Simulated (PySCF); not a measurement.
Coordinates in bohr (charge 0 multiplicity 1):
```
Cu    0.0000    0.0000   -0.3653
F     0.0000    0.0000    2.8527
F     3.1710    0.0000   -0.8234
F    -3.1710    0.0000   -0.8234
```

All numbers come from PBE0/[Cu def2-TZVP, F def2-TZVP], no relativity, density fitting, PySCF.

This geometry of CuF3 is a stationary point at this level.

(1) What is the point group?

(2) Is it a minimum?

(3) Which band is strongest in the infrared?

(4) What are the dipole moment and the gap between the highest occupied and lowest empty levels?

Results:

(1) C2v.

(2) Yes: all harmonic wavenumbers are real.

(3) 779 cm⁻¹ (b2), 126 km/mol.

(4) 1.87 D and 4.00 eV.

Other isomers or separated fragments may lie lower.
